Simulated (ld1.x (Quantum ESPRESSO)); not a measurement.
# Transferability test, ultrasoft potential for B (Z = 5)

boron, ultrasoft, made with ld1.x (Quantum ESPRESSO) 7.5 (LDA (PZ), scalar-relativistic). Core [He], reference 2s2 2p1. Waves: 2s (bound): rcut 1.20, rcutus 1.70 bohr; 2s channel at 0.1 Ry: rcut 1.20, rcutus 1.70 bohr; 2p (bound): rcut 3.15, rcutus 4.15 bohr; 2p channel at 2.95 Ry: rcut 3.15, rcutus 4.15 bohr. Local part: all-electron potential smoothed inside 2.35 bohr (lloc = -2). Core correction: Bessel-smoothed model core, default radius (core density twice the valence density). Augmentation charge: PSQ, inside the norm-conserving radii.

Energies are relative to the spin-unpolarised reference configuration 2s2 2p1; without spin polarisation the order of configurations can differ from experiment. Spin-polarised rows fill each open shell by Hund’s rule, majority spin first.

(1) Give the all-electron excitation energy and the error of the potential for: 2s2 2p0; 2s1 2p0; 2s2 2p0.5; 2s1 2p2; 2s2 2p1.3; 2s0 2p3; 2s1 2p1; 2s2 2p1 (spin-polarised); 2s1 2p0 (spin-polarised).

## Answers

(1)

```
   valence configuration  charge  ΔE all-electron (eV)  error AE − PS (meV)
                 2s2 2p0      +1                 8.327                  +37
                 2s1 2p0      +2                33.631                 +116
               2s2 2p0.5    +0.5                 2.943                  -13
                 2s1 2p2       0                 5.686                 -5.0
               2s2 2p1.3    -0.3                -0.772                  -12
                 2s0 2p3       0                11.401                  -21
                 2s1 2p1      +1                14.283                 -166
2s2 2p1 (spin-polarised)       0                -0.235                 -6.7
2s1 2p0 (spin-polarised)      +2                32.903                 +111
```
